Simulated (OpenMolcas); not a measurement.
Computed levels of 3s2 3p in ions with 13 electrons, in cm-1 above 2P* 1/2.

```
Program             : OpenMolcas
Method              : SS-CASPT2, IPEA 0.25 Eh, imaginary shift 0.1 Eh
Basis               : ANO-RCC-VTZP
Scalar Hamiltonian  : DKH2, point nucleus
Spin-orbit coupling : RASSI with atomic mean-field integrals over the reference wave functions, term energies averaged over their components
```

Active space for each ion: 3 electrons in 8 orbitals (3s 3p 4s 4p); closed shells correlated by CASPT2: 2s 2p.

```
  Level    Al  Si+  P2+  S3+  Ar5+
2P* 3/2  84.2  257  487  835  2030
```

Estimate 2P* 3/2 for Cl4+ from its neighbours S3+ and Ar5+.

2P* 3/2 is fine structure, which grows about as the fourth power of a screened charge, so the fourth roots are averaged: ((835^0.25 + 2030^0.25) / 2)^4 = 1334. The calculation gives 1355, so the estimate is off by -1.5 %.

Over all roots computed the reference weight is 0.91 to 0.98 in Al, 0.89 to 0.99 in Si+, 0.86 to 0.99 in P2+, 0.88 to 0.99 in S3+, 0.89 to 0.99 in Cl4+, 0.90 to 0.99 in Ar5+; the roots of lowest weight are the least certain, and an intruder state may touch them. Active for correlation alone: 4p 4s; no level in the range computed is led by a configuration that fills them, so any true level of that kind is missing (holds for Al; S3+; Cl4+; Ar5+). The run also gave levels led by 3s 3p 4s, 3s2 4p, which use shells meant for correlation; these and all levels above them are left out (holds for Si+). The run also gave levels led by 3s2 4p, which use shells meant for correlation; these and all levels above them are left out (holds for P2+). Levels of configurations outside the active space are missing.

* marks odd parity.
